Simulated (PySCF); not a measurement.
# A small calculation by hand: oscillator strength and radiative lifetime

C2H7AlO2Si, SMILES [CH](=C\[SiH3])/[Al]([OH])[OH].

Coordinates come from a r2SCAN-D4/def2-SVP optimisation. The structure was generated by enumeration; whether it is a known compound was not checked. One conformer was computed; it need not be the lowest.

TDA-ωB97X/def2-SVPD (PySCF 2.14.0) puts the first singlet state with f over 0.02 at 6.80 eV (vertical), with the transition dipole (0.478, -2.006, 0.000) in atomic units.

Problem. Find the oscillator strength, the wavelength and the radiative lifetime that this transition would have in vacuum if emission retraced absorption.

Solution. 
|μ|² = 4.2525 au, so |μ| = 5.24 D. ΔE = 6.80/27.211 = 0.2499 hartree. f = (2/3) ΔE |μ|² = 0.708 (the program prints 0.709).
λ = 1239.84/6.80 = 182 nm; ν = 54846 cm⁻¹.
Einstein's coefficient A = 0.6670 ν² f s⁻¹ (ν in cm⁻¹) = 1.4e9 s⁻¹, so τ = 1/A = 0.70 ns. This state is S2; the lower singlet has f = 0.001. The figure is the radiative limit of this one transition; relaxation, internal conversion, crossing to triplets and a medium change what is measured.
